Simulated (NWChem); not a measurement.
# InHOBr2; SMILES [In]([Br])([Br])[OH]

```xyz
5

In     0.5244     0.0091     0.0000
Br    -0.6971    -2.1656     0.0000
Br    -0.6981     2.1658     0.0000
O      2.5344     0.0523     0.0000
H      2.8644    -0.8694     0.0000
```
Atoms are numbered in this order, from 1.

Program: NWChem. All runs use the structure optimised with PBE-D3(BJ)/def2-SVP (def2 core potentials past Kr). No frequency run checked for a minimum.

For level TPSS/STO-3G, non-relativistic:

```yaml
highest occupied level (eV): -3.22
orbital gap (eV): 4.48
```

How do the values read with level TPSS/3-21G, non-relativistic instead?


* **highest occupied level (eV)**: -6.84
* **orbital gap (eV)**: 3.70
